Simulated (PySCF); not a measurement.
C₂H₃N₃, SMILES [nH]1ncnc1 (connectivity only; charge and spin as stated), charge +1, multiplicity 2. Atoms are numbered in the order given.

```xyz
8

C      0.0761     1.1971     0.0000
N      1.0797     0.3066     0.0000
C      0.6385    -0.9480     0.0000
N     -0.6749    -0.8295     0.0000
N     -1.0135     0.4688     0.0000
H      0.1364     2.2855     0.0000
H      1.2429    -1.8565     0.0000
H     -1.4052    -1.5446     0.0000
```
Charge +1, spin multiplicity 2.

Coordinates come from a PBE0-D3(BJ)/def2-SVP optimisation. The multiplicity is an assumed one; other spin states were not compared.

Level of theory: CAM-B3LYP/def2-TZVP run with PySCF.

ESP charges are fitted to the potential on shells at 1.4 to 2.0 van der Waals radii. Atomic charges (e):

```json
[
 {"atom": "C1", "Mulliken": "0.13", "ESP fit": "0.09", "meta-Löwdin": "0.13", "Mulliken spin": "-0.02"},
 {"atom": "N2", "Mulliken": "-0.03", "ESP fit": "0.13", "meta-Löwdin": "0.04", "Mulliken spin": "0.73"},
 {"atom": "C3", "Mulliken": "0.13", "ESP fit": "0.00", "meta-Löwdin": "0.13", "Mulliken spin": "-0.02"},
 {"atom": "N4", "Mulliken": "-0.03", "ESP fit": "0.01", "meta-Löwdin": "-0.01", "Mulliken spin": "0.02"},
 {"atom": "N5", "Mulliken": "-0.06", "ESP fit": "-0.12", "meta-Löwdin": "-0.05", "Mulliken spin": "0.31"},
 {"atom": "H6", "Mulliken": "0.26", "ESP fit": "0.26", "meta-Löwdin": "0.22", "Mulliken spin": "0.00"},
 {"atom": "H7", "Mulliken": "0.27", "ESP fit": "0.27", "meta-Löwdin": "0.22", "Mulliken spin": "0.00"},
 {"atom": "H8", "Mulliken": "0.33", "ESP fit": "0.37", "meta-Löwdin": "0.33", "Mulliken spin": "0.00"}
]
```

Question: Give the Mayer and Wiberg (Löwdin basis) orders of the bonds. (An estimate is asked for; the answer gives what the named calculation found.)

Answer: 
```tsv
bond	Mayer	Wiberg
C1–N2	1.27	1.63
N2–C3	1.38	1.70
C3–N4	1.41	1.71
C1–N5	1.57	1.93
N4–N5	1.11	1.47
C1–H6	0.91	0.86
C3–H7	0.91	0.86
N4–H8	0.87	0.85
```
